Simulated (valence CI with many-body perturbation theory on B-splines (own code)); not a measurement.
E1 line list for Ba49+

Level of theory: valence CI with perturbative core correlation (CI+MBPT): five valence electrons over a frozen Dirac-Fock core [He], a basis of 11 s, 11 p, 10 d, 8 f, 5 g, 2 h functions for each j, with the one-electron correlation potential Σ1 (screened to all orders), the two-electron term Σ2, the three-electron term Σ3, Breit, model QED; selected single and double excitations, second order for the rest, scaled by the run's own slope (own B-spline code, finite nucleus).

The last digits are not significant, and no measured levels were compared; by estimate large intervals hold to a few tenths of a per cent, small ones and those within an open d or f shell to about a per cent. Among the levels kept, up to 7300 cm⁻¹ of a level comes from second order outside the variational space, and about a tenth of that is noise between levels of different J, which matters for small intervals.

Lines 101 to 150 of 600 in falling wavelength, among levels below 51965 × 10³ cm⁻¹, chosen from the strongest by gf and those to the six lowest levels. Wavelengths and rates use the calculated energies. Electric multipoles are in the length gauge, E1 and E2 with the static RPA response of the core. Weak lines are less certain than strong ones. Lines between different terms over intervals too small for the method are left out, as are lines whose strength nearly cancels. Where a level lies close to another of its J and parity, the split of strength between their lines is uncertain. The highest levels of a list are the least certain.

Levels are named by their leading jj configuration (3d3/2^4 stands for four electrons in 3d with j = 3/2), which in mixed levels can hold well under half, so a name can repeat and another be missing. Letters in brackets count levels of one name in rising energy.

| λ vac (Å) | Upper | Lower | A (s⁻¹) | log gf | Branch % |
| --- | --- | --- | --- | --- | --- |
| 66.05 | (2s 2p1/2^2 2p3/2 3d3/2) J=5/2 [a] | (2s 2p1/2^2 2p3/2 3p1/2) J=3/2 [a] | 3.98e+10 | -0.81 | 0.1 |
| 66.04 | (2s 2p1/2 2p3/2^2 3p3/2) J=7/2 [a] | (2s 2p1/2^2 2p3/2 3d5/2) J=5/2 [b] | 3.54e+10 | -0.73 | 0.3 |
| 65.99 | (2s^2 2p3/2^2 3p3/2) J=3/2 [b] | (2s^2 2p3/2^2 3s) J=1/2 | 6.29e+10 | -0.78 | 0.5 |
| 65.91 | (2s 2p1/2 2p3/2^2 3p3/2) J=7/2 [a] | (2s 2p1/2 2p3/2^2 3s) J=5/2 [a] | 9.20e+10 | -0.32 | 0.8 |
| 65.90 | (2s^2 2p3/2^2 3d3/2) J=5/2 | (2s^2 2p3/2^2 3p1/2) J=5/2 | 3.35e+10 | -0.88 | 0.0 |
| 65.88 | (2s^2 2p1/2 2p3/2 3d3/2) J=3/2 [a] | (2s^2 2p1/2 2p3/2 3p1/2) J=3/2 [a] | 3.67e+10 | -1.02 | 0.0 |
| 65.84 | (2s 2p1/2^2 2p3/2 3d3/2) J=5/2 [a] | (2s 2p1/2^2 2p3/2 3p1/2) J=5/2 | 2.44e+10 | -1.02 | 0.1 |
| 65.77 | (2s 2p1/2 2p3/2^2 3p3/2) J=3/2 [e] | (2s 2p1/2 2p3/2^2 3s) J=3/2 [d] | 4.27e+10 | -0.96 | 0.1 |
| 65.47 | (2s^2 2p1/2 2p3/2 3p3/2) J=3/2 [a] | (2s^2 2p1/2 2p3/2 3s) J=1/2 | 4.76e+10 | -0.91 | 7.1 |
| 65.45 | (2s^2 2p3/2^2 3d3/2) J=3/2 [a] | (2s^2 2p3/2^2 3p1/2) J=3/2 | 6.38e+10 | -0.79 | 0.0 |
| 65.42 | (2s 2p1/2^2 2p3/2 3d3/2) J=5/2 [b] | (2s 2p1/2^2 2p3/2 3p1/2) J=3/2 [b] | 9.29e+10 | -0.45 | 0.3 |
| 65.35 | (2s 2p1/2 2p3/2^2 3p3/2) J=5/2 [e] | (2s 2p1/2 2p3/2^2 3s) J=3/2 [d] | 8.63e+10 | -0.48 | 1.1 |
| 65.29 | (2s 2p1/2 2p3/2^2 3p3/2) J=5/2 [a] | (2s 2p1/2 2p3/2^2 3s) J=5/2 [a] | 4.26e+10 | -0.79 | 0.1 |
| 65.26 | (2s^2 2p1/2 2p3/2 3d3/2) J=5/2 [a] | (2s^2 2p1/2 2p3/2 3p1/2) J=3/2 [a] | 6.01e+10 | -0.64 | 0.0 |
| 65.13 | (2s 2p1/2 2p3/2^2 3p3/2) J=3/2 [c] | (2s 2p1/2 2p3/2^2 3s) J=1/2 [a] | 1.28e+11 | -0.49 | 0.2 |
| 65.09 | (2s 2p1/2 2p3/2^2 3d5/2) J=5/2 [c] | (2s 2p1/2 2p3/2^2 3p1/2) J=3/2 [c] | 3.17e+10 | -0.92 | 0.0 |
| 64.96 | (2s 2p1/2 2p3/2^2 3p3/2) J=5/2 [e] | (2s 2p1/2 2p3/2^2 3s) J=5/2 [c] | 2.10e+10 | -1.10 | 0.3 |
| 64.94 | (2s 2p1/2^2 2p3/2 3d3/2) J=3/2 [a] | (2s 2p1/2^2 2p3/2 3p1/2) J=3/2 [a] | 5.34e+10 | -0.87 | 0.1 |
| 64.90 | (2s 2p1/2 2p3/2^2 3d3/2) J=3/2 [a] | (2s 2p1/2 2p3/2^2 3p1/2) J=3/2 [a] | 7.30e+10 | -0.73 | 0.1 |
| 64.89 | (2s^2 2p3/2^2 3d3/2) J=5/2 | (2s^2 2p3/2^2 3p1/2) J=3/2 | 3.45e+10 | -0.88 | 0.0 |
| 64.71 | (2s 2p1/2^2 2p3/2 3p3/2) J=3/2 [a] | (2s^2 2p1/2 2p3/2 3p3/2) J=3/2 [b] | 3.08e+10 | -1.11 | 0.0 |
| 64.65 | (2s 2p1/2 2p3/2^2 3d3/2) J=7/2 [a] | (2s 2p1/2 2p3/2^2 3p1/2) J=5/2 [a] | 7.64e+10 | -0.42 | 0.0 |
| 64.57 | (2s 2p1/2 2p3/2^2 3d3/2) J=7/2 [c] | (2s 2p1/2 2p3/2^2 3p1/2) J=5/2 [c] | 7.85e+10 | -0.41 | 0.1 |
| 64.55 | (2s^2 2p1/2 2p3/2 3d3/2) J=7/2 | (2s^2 2p1/2 2p3/2 3p1/2) J=5/2 | 8.74e+10 | -0.36 | 22.5 |
| 64.44 | (2s 2p1/2 2p3/2^2 3d3/2) J=1/2 [a] | (2s 2p1/2 2p3/2^2 3p1/2) J=3/2 [a] | 9.81e+10 | -0.91 | 0.1 |
| 64.42 | (2s^2 2p1/2^2 3d3/2) J=3/2 | (2s^2 2p1/2^2 3p1/2) J=1/2 | 9.26e+10 | -0.64 | 0.1 |
| 64.29 | (2s 2p1/2^2 2p3/2 3d3/2) J=1/2 [a] | (2s 2p1/2^2 2p3/2 3p1/2) J=3/2 [a] | 1.05e+11 | -0.89 | 0.3 |
| 64.28 | (2s 2p1/2 2p3/2^2 3d3/2) J=3/2 [d] | (2s 2p1/2 2p3/2^2 3p1/2) J=3/2 [b] | 3.46e+10 | -1.07 | 0.0 |
| 64.27 | (2s^2 2p3/2^2 3d3/2) J=7/2 | (2s 2p1/2^2 2p3/2 3d5/2) J=5/2 [a] | 1.71e+10 | -1.07 | 0.0 |
| 64.24 | (2s^2 2p3/2^2 3d3/2) J=1/2 | (2s^2 2p3/2^2 3p1/2) J=3/2 | 7.53e+10 | -1.03 | 0.0 |
| 64.21 | (2s 2p1/2 2p3/2^2 3p3/2) J=5/2 [b] | (2s 2p1/2 2p3/2^2 3s) J=5/2 [b] | 7.72e+10 | -0.54 | 0.0 |
| 64.17 | (2s 2p1/2^2 2p3/2 3d3/2) J=7/2 | (2s 2p1/2^2 2p3/2 3p1/2) J=5/2 | 5.72e+10 | -0.55 | 3.9 |
| 64.16 | (2s 2p1/2 2p3/2^2 3d3/2) J=3/2 [c] | (2s 2p1/2 2p3/2^2 3p1/2) J=1/2 [a] | 7.34e+10 | -0.74 | 0.0 |
| 64.11 | (2s 2p1/2^2 2p3/2 3p3/2) J=3/2 [b] | (2s 2p1/2^2 2p3/2 3s) J=3/2 [b] | 6.75e+10 | -0.78 | 0.1 |
| 64.08 | (2s 2p1/2 2p3/2^2 3d3/2) J=1/2 [b] | (2s 2p1/2 2p3/2^2 3p1/2) J=1/2 [b] | 6.89e+10 | -1.07 | 0.0 |
| 63.97 | (2s^2 2p1/2 2p3/2 3d3/2) J=3/2 [a] | (2s^2 2p1/2 2p3/2 3p1/2) J=1/2 | 4.15e+10 | -0.99 | 0.0 |
| 63.95 | (2s 2p1/2 2p3/2^2 3d3/2) J=5/2 [a] | (2s 2p1/2 2p3/2^2 3p1/2) J=3/2 [a] | 4.13e+10 | -0.82 | 0.0 |
| 63.73 | (2s 2p1/2 2p3/2^2 3d3/2) J=5/2 [c] | (2s 2p1/2 2p3/2^2 3p1/2) J=3/2 [b] | 4.15e+10 | -0.82 | 0.0 |
| 63.67 | (2s^2 2p3/2^2 3d3/2) J=7/2 | (2s^2 2p3/2^2 3p1/2) J=5/2 | 8.64e+10 | -0.38 | 0.0 |
| 63.58 | (2s 2p1/2 2p3/2^2 3d3/2) J=9/2 | (2s 2p1/2 2p3/2^2 3p1/2) J=7/2 | 5.42e+10 | -0.48 | 5.6 |
| 63.57 | (2s 2p1/2 2p3/2^2 3d3/2) J=3/2 [d] | (2s 2p1/2 2p3/2^2 3p1/2) J=1/2 [b] | 4.00e+10 | -1.01 | 0.0 |
| 63.48 | (2s^2 2p1/2^2 3p3/2) J=3/2 | (2s^2 2p1/2^2 3s) J=1/2 | 1.45e+11 | -0.45 | 23.9 |
| 63.44 | (2s 2p1/2^2 2p3/2 3p3/2) J=3/2 [b] | (2s 2p1/2^2 2p3/2 3s) J=1/2 | 8.13e+10 | -0.71 | 0.1 |
| 63.07 | (2s 2p1/2^2 2p3/2 3d3/2) J=5/2 [a] | (2s^2 2p1/2 2p3/2 3d3/2) J=5/2 [a] | 2.07e+10 | -1.13 | 0.0 |
| 62.99 | (2s 2p1/2^2 2p3/2 3d3/2) J=3/2 [b] | (2s 2p1/2^2 2p3/2 3p1/2) J=3/2 [b] | 3.26e+10 | -1.11 | 0.0 |
| 62.92 | (2p1/2^2 2p3/2^2 3p1/2) J=5/2 | (2s 2p1/2 2p3/2^2 3p1/2) J=3/2 [d] | 3.95e+10 | -0.85 | 0.1 |
| 62.75 | (2s 2p1/2^2 2p3/2 3d3/2) J=3/2 [b] | (2s 2p1/2^2 2p3/2 3p1/2) J=1/2 | 3.87e+10 | -1.04 | 0.0 |
| 62.69 | (2s 2p1/2 2p3/2^2 3p3/2) J=3/2 [a] | (2s 2p1/2 2p3/2^2 3s) J=3/2 [a] | 1.06e+11 | -0.60 | 0.1 |
| 62.55 | (2s^2 2p1/2 2p3/2 3d3/2) J=1/2 [a] | (2s^2 2p1/2 2p3/2 3p1/2) J=1/2 | 8.53e+10 | -1.00 | 0.1 |
| 62.03 | (2s 2p1/2^2 2p3/2 3p3/2) J=1/2 [b] | (2s 2p1/2^2 2p3/2 3s) J=1/2 | 1.38e+11 | -0.80 | 1.9 |

Problem. How does gf follow from A for the line at 65.47 Å?

Solution. gf = 1.4992 × (2J+1)_upper × A / σ², with σ = 1527421 cm⁻¹ and 2J+1 = 4: gf = 0.122.
